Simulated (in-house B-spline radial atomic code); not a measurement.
## RPA and G0W0 on CAM-B3LYP: Au-

Configuration [Xe] 4f14 5d10 6s2, mean-field start CAM-B3LYP. Computed with an all-electron radial atomic-structure program (B-spline basis): all electrons, scalar-relativistic (spin-free one-electron X2C), finite nucleus, each spin shell either full or empty, empty states to l = 9 with an (l + 1/2)⁻⁴ tail; G0W0 by contour deformation at full frequency.

The anion's configuration is assumed.

Without the two-electron picture change, the correlation of inner shells comes somewhat too large for so heavy an element.

Command:
```bash
python run_gw.py task.json out
```
Settings (radii: box in bohr, nucleus in fm):
```
Z                        79
electrons                80
configuration            [Xe] 4f14 5d10 6s2
hamiltonian              x2c
method                   camb3lyp
lmax                     9
rms_radius               5.4371
spin_polarised           False
box_radius               60
intervals                73
ion_configuration        [Xe] 4f14 5d10 6s1
```

Cost of the run: 34 s on 1 thread of Arm Neoverse N1 (shared host).

Energies (hartree):

| term | value |
| --- | --- |
| mean-field total | -19015.88224 |
| Hartree-Fock functional on these orbitals | -19008.95796 |
| direct second order | -8.1433 |
| second-order exchange | 2.0099 |
| SOSEX correction | 1.87 |

**Question.** What is the RPA correlation energy, and what remains with SOSEX?

**Answer.** RPA gives -7.0401 hartree (-2.39 eV per electron); RPA + SOSEX gives -5.1701, and the second-order doubles -6.1334 hartree (no singles). SOSEX takes back 27 % of the RPA value.

Quasi-particle levels (eV):

| level | occupied | mean field | Σx - vxc | Σc | QP weight | G0W0 |
| --- | --- | --- | --- | --- | --- | --- |
| 6s | yes | -1.127 | -0.08 | ? | ? | ? |

G0W0 = mean field + (Σx - vxc) + Σc, with Σc (partial-wave tail included) taken at the quasi-particle energy. Only the outer levels were computed. Levels of low weight are left out.

**Question.** Where does G0W0 put 6s?

**Answer.** At -2.360 eV, with Σc = -1.16 eV and a quasi-particle weight of 0.858. The tabulated removal energy is 2.309 eV (electron affinity of the neutral atom); the calculation leaves out spin-orbit coupling, Breit and QED terms, and what these don't explain is the method's own error.

**Question.** What does it cost to remove one electron (to [Xe] 4f14 5d10 6s1) by differences of total energies, each species on its own start (correlation terms add to the Hartree-Fock functional)?

**Answer.** CAM-B3LYP 2.054 eV, Hartree-Fock functional 0.528 eV, + RPA 2.247 eV, + RPA + SOSEX 1.853 eV, + second order 3.209 eV. Tabulated: 2.309 eV (electron affinity of the neutral atom); the calculation leaves out spin-orbit coupling, Breit and QED terms, and what these don't explain is the method's own error.
